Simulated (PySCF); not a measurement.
In(GeH3)(H)2 (GeH5In), SMILES [GeH3][InH2].

Geometry: PBE0-D3(BJ)/def2-TZVP. The def2 effective core potentials stand for the cores of In; spin–orbit coupling is left out.

Method: IEF-PCM-B3LYP/def2-SVP in PySCF 2.14.0.

The values are the electrostatic part of the solvation free energy, E(continuum) − E(gas) at the gas-phase geometry, in a cavity of scaled van der Waals radii (PySCF's table); cavitation and dispersion terms are not included. A continuum can't describe solvent molecules that bind to the metal. In vacuum the orbital gap is 4.76 eV. The dipole moment in vacuum is 0.29 D.

Computed values in water (ε = 78.36), acetonitrile (ε = 35.69), ethanol (ε = 24.85):
| solvent | ε | ΔG(elec) (kcal/mol) | dipole (D) | gap (eV) |
|---|---|---|---|---|
| water | 78.36 | -3.4 | 0.41 | 5.11 |
| acetonitrile | 35.69 | -3.3 | 0.41 | 5.10 |
| ethanol | 24.85 | -3.2 | 0.41 | 5.09 |
